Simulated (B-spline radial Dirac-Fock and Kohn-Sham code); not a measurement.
**Ir 4f5/2: cross section and angular parameters**

System: atomic iridium in the configuration [Xe] 4f14 5d7 6s2; threshold 63.80 eV (tabulated edge). Method: Dirac-Hartree-Slater photoionisation with a Latter tail; cross sections with all multipoles, angular parameters from the dipole term and its interference with E2. Computed with a radial atomic solver.

Input of the calculation (task.json; shells as n, l, electrons):

```json
{"items": [{
  "Z": 77,
  "q": 0,
  "cfg": [[1, 0, 2], [2, 0, 2], [2, 1, 6], [3, 0, 2], [3, 1, 6], [3, 2, 10], [4, 0, 2], [4, 1, 6], [4, 2, 10], [4, 3, 14], [5, 0, 2], [5, 1, 6], [5, 2, 7], [6, 0, 2]],
  "A": 193,
  "rrms": 5.4032,
  "do": "xps",
  "hv": [60, 80, 92.0, 120.0, 141.0, 277.0, 300, 460.0, 600, 649.0, 658.0, 800, 884.0, 896.0, 904.0, 1000, 1220.0, 1290.0, 1450.0, 2050.0, 3300.0, 3670.0, 5160.0, 5414.7, 5580.0, 6770.0, 7820.0, 9251.7, 10800.0, 12000.0],
  "edges": {"K": 76111.0, "L1": 13419.0, "L2": 12824.0, "L3": 11215.0, "M1": 3174.0, "M2": 2909.0, "M3": 2551.0, "M4": 2116.0, "M5": 2040.0, "N1": 691.1, "N2": 577.8, "N3": 495.8, "N4": 311.9, "N5": 296.3, "N6": 63.8, "N7": 60.8, "O1": 95.2, "O2": 63.0}
}]}
```

Command: `python xray2_run.py task.json out`

| hν (eV) | σ (kb) | β | γ | δ |
| --- | --- | --- | --- | --- |
| 80 | 237 | 0.899 | -0.013 | -0.002 |
| 92 | 255 | 1.525 | -0.001 | 0.000 |
| 120 | 576 | 1.054 | 0.007 | 0.006 |
| 141 | 1000 | 0.592 | 0.002 | 0.009 |
| 277 | 2300 | 0.337 | -0.004 | 0.017 |
| 300 | ? | ? | ? | ? |
| 460 | 1450 | 0.605 | 0.004 | 0.028 |
| 600 | 899 | 0.750 | 0.019 | 0.036 |
| 649 | 762 | 0.789 | 0.026 | 0.039 |
| 658 | 740 | 0.796 | 0.027 | 0.039 |
| 800 | 468 | 0.884 | 0.053 | 0.048 |
| 884 | 363 | 0.924 | 0.072 | 0.052 |
| 896 | 350 | 0.929 | 0.074 | 0.053 |
| 904 | 342 | 0.932 | 0.076 | 0.054 |
| 1000 | 261 | 0.966 | 0.100 | 0.059 |
| 1220 | 149 | 1.019 | 0.161 | 0.071 |
| 1290 | 126 | 1.030 | 0.182 | 0.074 |
| 1450 | 88.6 | 1.048 | 0.231 | 0.083 |
| 2050 | 29.1 | 1.065 | 0.417 | 0.112 |
| 3300 | 5.48 | 1.005 | 0.751 | 0.170 |
| 3670 | 3.70 | 0.981 | 0.832 | 0.187 |
| 5160 | 1.00 | 0.890 | 1.095 | 0.252 |
| 5414.7 | 0.830 | 0.875 | 1.132 | 0.263 |
| 5580 | 0.737 | 0.866 | 1.155 | 0.270 |
| 6770 | 0.339 | 0.808 | 1.300 | 0.320 |
| 7820 | 0.188 | 0.763 | 1.407 | 0.363 |
| 9251.7 | 0.0929 | 0.711 | 1.530 | 0.420 |
| 10800 | 0.0480 | 0.663 | 1.638 | 0.479 |
| 12000 | 0.0305 | 0.630 | 1.707 | 0.523 |

**Question.** Give the values at 300 eV.

**Answer.** σ = 2240 kb, β = 0.373, γ = -0.004, δ = 0.019.
